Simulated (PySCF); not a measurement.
KOH, optimised at PBE0/def2-TZVP:

```xyz
3

K      0.9642     0.6903    -1.3419
O     -0.2252    -0.1612     0.3134
H     -0.7390    -0.5290     1.0285
```

Computed with PySCF and rigid-rotor harmonic-oscillator thermochemistry at 1 bar. 6-31G* has spherical d functions here. All species are closed-shell singlets. B3LYP is the form with VWN-RPA correlation.

List the harmonic frequencies (cm⁻¹, unscaled) at this level and at the other levels, each on its own geometry.


- PBE0/def2-TZVP: 357, 358, 458, 3949
- B3LYP/6-31G*: 293, 294, 476, 3793
- HF/6-31G*: 388, 389, 483, 4110
- PBE/def2-SVP: 343, 344, 496, 3760
